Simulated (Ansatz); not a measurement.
`[NH2][SbH][SiH3]`. Charge 0, multiplicity 1. Sb takes the def2 core potential.

Cartesian coordinates in Å:
```
N 0.312 -1.995 -0.224
Sb -1.208 -0.677 -0.591
Si 0.037 1.506 0.026
H 0.800 -2.227 -1.081
H 0.996 -1.654 0.440
H -1.826 -0.775 1.002
H 0.881 1.943 -1.120
H 0.929 1.280 1.198
H -0.921 2.598 0.351
```

(1) What are the harmonic wavenumbers in cm⁻¹ at PBE0-D4/def2-TZVP (Ansatz, finite differences of forces, unscaled)? (Estimate.)

(2) Is this a minimum?

(3) Give the ideal-gas thermochemistry at 298.15 K and 1 bar (rigid rotor, harmonic oscillator; point group C1, symmetry number 1).

Results:

(1) Ansatz gave: 98, 118, 189, 301, 390, 473, 535, 607, 648, 691, 859, 914, 932, 944, 1570, 1948, 2200, 2216, 2220, 3534, 3634.

(2) Yes, all 21 modes are real.

(3) Zero-point energy 149.7 kJ/mol; H(298) − E = 169.6 kJ/mol; entropy 343.5 J/(mol·K), of which translation 172.9, rotation 110.9, vibration 59.7; G(298) − E = 67.2 kJ/mol. Modes under 100 cm⁻¹ are hindered rotations or soft bends, so the harmonic entropy is rough.
